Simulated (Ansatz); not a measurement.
Ansatz (an electronic-structure program) input (BLYP/6-31G* with LANL2DZ past Ar): The .json file joins the Basis Set Exchange's 6-31G* for atoms up to Ar and LANL2DZ past it.

Ansatz 0.2 input:
```yaml
crystal:
  periodic: [false, false, false]
  atoms:
    - {symbol: C, position_ang: [-2.62452800, -0.16961000, 1.17374500]}
    - {symbol: C, position_ang: [-1.48294600, 0.74248400, 0.72649400]}
    - {symbol: C, position_ang: [-0.14734500, 0.02515600, 0.57200200]}
    - {symbol: Se, position_ang: [-0.31196700, -1.40527600, -0.80030600]}
    - {symbol: Se, position_ang: [1.34866800, 1.26516900, 0.22814400]}
    - {symbol: H, position_ang: [-3.53009200, 0.41429100, 1.34479500]}
    - {symbol: H, position_ang: [-2.37489100, -0.68421800, 2.10403900]}
    - {symbol: H, position_ang: [-2.85697400, -0.92960100, 0.42628900]}
    - {symbol: H, position_ang: [-1.73810100, 1.22949900, -0.21806800]}
    - {symbol: H, position_ang: [-1.34206400, 1.54029700, 1.45922700]}
    - {symbol: H, position_ang: [0.13667000, -0.45685300, 1.50610200]}
    - {symbol: H, position_ang: [1.13639100, -1.62581500, -0.91161500]}
    - {symbol: H, position_ang: [0.85013300, 1.68784200, -1.09072200]}
basis:
  gaussian:
    orbitals: 6-31Gs+LANL2DZ.json
hamiltonian:
  xc: {name: BLYP}
output: {forces: true}
```

Output:

```
Functional definition: BLYP
integrals: 0.04 GiB planned
1151 factors; their error is unknown
mean field: 0.19 GiB planned
mean field evaluation 1: about -3729.6581 eV, gradient 6.1e1 eV
mean field evaluation 2: about -3708.9823 eV, gradient 1.0e2 eV
mean field evaluation 4: about -3738.7898 eV, gradient 8.9e0 eV
mean field evaluation 8: about -3738.9193 eV, gradient 3.7e-1 eV
mean field evaluation 16: about -3738.9196 eV, gradient 4.3e-5 eV
mean field -3738.91964738 eV, -137.4027627106 hartree, gradient 4.3e-5 eV, S^2 0.000000; 0 other end points of the search recorded, 0 dependent functions left out
the calculation of the forces begins
reference -3738.91998050 eV, -137.4027749523 hartree; 19, 19 occupied and 58, 58 virtual orbitals, 1151 factors
Total energy: -3738.91998050 eV, -137.4027749523 hartree
Atom 0 at    -2.624528    -0.169610     1.173745 Å, force    -0.061043    -0.013319     0.019172 eV/Å
Atom 1 at    -1.482946     0.742484     0.726494 Å, force    -0.084830     0.015405     0.031093 eV/Å
Atom 2 at    -0.147345     0.025156     0.572002 Å, force    -0.211963     0.036630     0.300340 eV/Å
Atom 3 at    -0.311967    -1.405276    -0.800306 Å, force    -0.823140    -0.654816    -0.618347 eV/Å
Atom 4 at     1.348668     1.265169     0.228144 Å, force     1.048580     0.454079     0.567815 eV/Å
Atom 5 at    -3.530092     0.414291     1.344795 Å, force    -0.339239     0.204718     0.068557 eV/Å
Atom 6 at    -2.374891    -0.684218     2.104039 Å, force     0.060505    -0.187833     0.337358 eV/Å
Atom 7 at    -2.856974    -0.929601     0.426289 Å, force    -0.112081    -0.270539    -0.243988 eV/Å
Atom 8 at    -1.738101     1.229499    -0.218068 Å, force    -0.109025     0.190384    -0.332053 eV/Å
Atom 9 at    -1.342064     1.540297     1.459227 Å, force     0.050306     0.275104     0.259147 eV/Å
Atom 10 at     0.136670    -0.456853     1.506102 Å, force     0.094674    -0.141555     0.345799 eV/Å
Atom 11 at     1.136391    -1.625815    -0.911615 Å, force     0.734343    -0.144528    -0.059770 eV/Å
Atom 12 at     0.850133     1.687842    -1.090722 Å, force    -0.247088     0.236269    -0.675124 eV/Å
Dipole moment:    -0.140451     0.078509     0.105127 e Å
```

The geometry given is a B3LYP-D3(BJ)/def2-TZVP minimum.
